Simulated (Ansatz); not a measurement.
Ag₁₃Cl₄⁻ (started as a model of: Ag13(Cl)4), relaxed as a singlet with RKS r2SCAN-D4/def2-SVP in Ansatz, starting from a model built from a lattice or polyhedron. Force threshold 0.03 eV/Å.

In the def2 sets Ag takes a core potential; there is no spin–orbit coupling. Single mean-field runs in def2-SVP are fitted with def2-universal-jkfit. The restricted singlet is unstable towards broken spin symmetry in Hartree–Fock (as tested in another run); at r2SCAN-D4/def2-SVP this wasn't settled. The relaxation made no stability test and no search for a lower SCF solution.

Start:

```xyz
17

Ag    0.004   -0.015   -0.003
Ag   -1.611   -0.741   -2.117
Ag   -1.867   -1.990    0.511
Ag    1.875    1.978   -0.504
Ag    1.642    0.748    2.120
Ag    2.651   -0.813   -0.145
Ag    0.492   -2.483   -1.132
Ag   -0.471    2.472    1.143
Ag   -2.645    0.851    0.153
Ag   -1.162    0.009    2.525
Ag    0.739   -2.034    1.724
Ag   -0.790    1.998   -1.743
Ag    1.158    0.009   -2.513
Cl   -2.998   -1.334   -3.889
Cl   -3.441   -3.618    0.929
Cl    3.433    3.629   -0.938
Cl    2.988    1.332    3.878
```

(1) Estimate the energy that the relaxation releases and the steps that it takes.

(2) Does the start keep its bonding?

(3) Predict the relaxed structure.

## Answers

(1) 0.33 eV, in 14 steps; 1.9 min on 2 threads of AMD EPYC 7R13 on a shared host and a share (18 GiB) of an NVIDIA H100 80GB HBM3. The force fell under the threshold at step 4, but the optimiser went on and released 0.030 eV more. No frequencies were taken in this run, so the end may be a saddle point.

(2) By distances, no bond broke or formed. The bond that changes most is Ag12–Ag13, from 2.89 to 3.13 Å (atoms count from 1).

(3) 
```tsv
atom	x (Å)	y (Å)	z (Å)
Ag1	0.0004	-0.0043	0.0003
Ag2	-1.5573	-0.7483	-2.1655
Ag3	-1.9069	-1.9284	0.5760
Ag4	1.9075	1.9239	-0.5785
Ag5	1.5617	0.7427	2.1671
Ag6	2.5708	-0.8571	-0.0038
Ag7	0.4519	-2.4900	-0.9723
Ag8	-0.4521	2.4825	0.9741
Ag9	-2.5672	0.8520	0.0028
Ag10	-1.1493	0.0259	2.4606
Ag11	0.9104	-2.1945	1.7024
Ag12	-0.9085	2.1908	-1.7005
Ag13	1.1537	-0.0348	-2.4595
Cl14	-2.8167	-0.9255	-4.1551
Cl15	-3.2240	-3.7144	1.3834
Cl16	3.1941	3.7349	-1.3791
Cl17	2.8315	0.9446	4.1478
```
Bond lengths (bridged metal pairs left out): 42 × Ag–Ag 2.71 to 3.13 Å; 4 × Ag–Cl 2.36 Å.
